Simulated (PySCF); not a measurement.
**ZrOBr₂: from structure and modes to constants**

Method: PySCF, PBE, basis Zr def2-SVP with ECP28, O def2-SVP, Br def2-SVP (scalar-relativistic core potentials, no spin–orbit coupling, density fitting).

The singlet minimum has Cs symmetry. Masses (u): Zr 89.90470, O 15.99492, Br 78.91834.

```xyz
4
charge 0 multiplicity 1, angstrom
Zr   -0.0098   -0.7021    0.0000
O     1.3301   -1.8192    0.0000
Br   -0.1351    0.5707   -2.1860
Br   -0.1351    0.5707    2.1860
```

Harmonic wavenumbers (cm⁻¹): 47.1 (a', ×1), 93.5 (a', ×1), 165.1 (a'', ×1), 247.4 (a', ×1), 318.5 (a'', ×1), 948.6 (a', ×1).

Question: What is the harmonic zero-point energy?

Answer: Half the sum of all 6 wavenumbers, 1820/2 = 910 cm⁻¹, which is 10.9 kJ/mol (1 cm⁻¹ = 0.0119627 kJ/mol).

Question: Find the vibrational entropy and heat capacity at 298.15 K.

Answer: With u = 1.43878 ω/T, each mode gives S = R[u/(eᵘ−1) − ln(1−e⁻ᵘ)] and C = R u² eᵘ/(eᵘ−1)².
| ω (cm⁻¹) | u | S (J/(mol K)) | C (J/(mol K)) |
| --- | --- | --- | --- |
| 47.1 | 0.227 | 20.66 | 8.28 |
| 93.5 | 0.451 | 15.00 | 8.17 |
| 165.1 | 0.796 | 10.42 | 7.89 |
| 247.4 | 1.194 | 7.32 | 7.39 |
| 318.5 | 1.537 | 5.51 | 6.85 |
| 948.6 | 4.578 | 0.48 | 1.83 |
The sums over all modes are S = 59.4 and C = 40.4 J/(mol K); the softest mode gives 35 % of the entropy.

Only a few start shapes were tried, so a lower isomer may exist.
